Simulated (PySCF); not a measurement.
A calculated (PBE0, PySCF 2.14, def2-TZVPPD, the non-relativistic Hamiltonian (point nucleus)) atom or ion has these occupied shells.

| shell | electrons | orbital energy (eV) | rms radius, mean of both spins (bohr) |
| --- | --- | --- | --- |
| 1s α | 1 | -6412.4 | 0.0713 |
| 1s β | 1 | -6412.3 | 0.0713 |
| 2s α | 1 | -743.34 | 0.306 |
| 2s β | 1 | -741.54 | 0.306 |
| 2p α | 3 | -635.58 | 0.275 |
| 2p β | 3 | -634.07 | 0.275 |
| 3s α | 1 | -86.535 | 0.929 |
| 3s β | 1 | -81.579 | 0.929 |
| 3p α | 3 | -55.382 | 0.999 |
| 3p β | 3 | -50.059 | 0.999 |
| 3d α | 5 | -6.232 | 1.57 |
| 4s α | 1 | -5.020 | 3.56 |
| 3d β | 1 | -2.815 | 1.57 |

(1) Name the element and its charge.

Results:

(1) Mn (manganese, neutral), in [Ar] 3d6 4s1, high-spin 6D determinant (an excited configuration).
